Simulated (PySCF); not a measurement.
F2Zn, charge -1, multiplicity 2. Atoms are numbered in the order given.

```xyz
3

Zn     0.0000     0.0000     0.3572
F      0.0000    -1.6178    -0.5953
F      0.0000     1.6178    -0.5953
```
Charge -1, spin multiplicity 2.

The structure is a stationary point at PBE0-D3(BJ)/def2-SVPD. The spin state was assumed, not searched. The isomer is the one that the SMILES or the coordinates give; other isomers of the formula were not compared.

Computed with B3LYP/def2-TZVPD (PySCF).

Mulliken values depend strongly on the basis, most of all with diffuse functions as here. Atomic charges (e):

```json
[
 {"atom": "Zn1", "Mulliken": "0.02", "meta-Löwdin": "0.76", "Mulliken spin": "1.22"},
 {"atom": "F2", "Mulliken": "-0.51", "meta-Löwdin": "-0.88", "Mulliken spin": "-0.11"},
 {"atom": "F3", "Mulliken": "-0.51", "meta-Löwdin": "-0.88", "Mulliken spin": "-0.11"}
]
```
